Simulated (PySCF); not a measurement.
Steps of a relaxation of [Ce(NH2)2]2+

[Ce(NH2)2]2+ (singlet; a saddle point, relaxed within its symmetry). PySCF 2.14.0, RKS PBE0, Ce def2-SVP with ECP28, N def2-SVP, H def2-SVP; non-relativistic Hamiltonian with scalar-relativistic core potentials where named; density fitting; no spin-orbit coupling. Origin of the start: template. Columns: position (Å) and force (eV/Å). Energies are counted from the last step; some of the 13 steps are shown. Forces carry noise of the integration grid, about 0.01 to 0.03 eV/Å.

Run from Python with OMP_NUM_THREADS=2. Where DIIS fails, smearing, a level shift and second-order steps follow.
It took 6.4 min on 2 threads of Intel(R) Xeon(R) Processor @ 2.50GHz (Skylake/Cascade Lake), on a shared host, from the converged density of the start.

```xyz
7
step 0  E = 0.710 eV
Ce    0.0000    0.0000   -0.1747     0.00    0.00    1.93
N     2.0270    0.0000    0.7324    -3.42    0.00   -1.06
H     2.5656   -0.8300    0.9735     0.38   -0.46    0.05
H     2.5656    0.8300    0.9735     0.38    0.46    0.05
N    -2.0270    0.0000    0.7324     3.42    0.00   -1.06
H    -2.5656    0.8300    0.9735    -0.38    0.46    0.05
H    -2.5656   -0.8300    0.9735    -0.38   -0.46    0.05
```

```xyz
7
step 4  E = 0.020 eV
Ce    0.0000    0.0000   -0.1167     0.00    0.00    0.00
N     1.8309    0.0000    0.7602    -0.03    0.00    0.01
H     2.4198   -0.8313    0.9452    -0.05   -0.05    0.00
H     2.4198    0.8313    0.9452    -0.05    0.05    0.00
N    -1.8309    0.0000    0.7602     0.03    0.00    0.01
H    -2.4198    0.8313    0.9452     0.05    0.04    0.00
H    -2.4198   -0.8313    0.9452     0.05   -0.04    0.00
```

```xyz
7
step 8  E = 0.004 eV
Ce    0.0000    0.0000   -0.2872     0.00    0.00   -0.04
N     1.7511    0.0000    0.7323    -0.01    0.00    0.05
H     2.2938   -0.8429    1.0017    -0.01    0.15   -0.02
H     2.2938    0.8429    1.0017    -0.01   -0.15   -0.02
N    -1.7511    0.0000    0.7323     0.01    0.00    0.05
H    -2.2938    0.8429    1.0017     0.01   -0.15   -0.02
H    -2.2938   -0.8429    1.0017     0.01    0.15   -0.02
```

Where does the relaxation end?

It converges at step 12 in C2v:
```xyz
7
step 12  E = 0
Ce    0.0000    0.0000   -0.3431
N     1.7200    0.0000    0.7285
H     2.2605   -0.8343    1.0176
H     2.2605    0.8343    1.0176
N    -1.7200    0.0000    0.7285
H    -2.2605    0.8343    1.0176
H    -2.2605   -0.8343    1.0176
```

How did the contacts change?


| contact | start (Å) | end (Å) |
| --- | --- | --- |
| Ce1–N2 (NH2) | 2.221 | 2.026 |
| Ce1–N5 (NH2) | 2.221 | 2.026 |


No other spin state of this charge was computed.
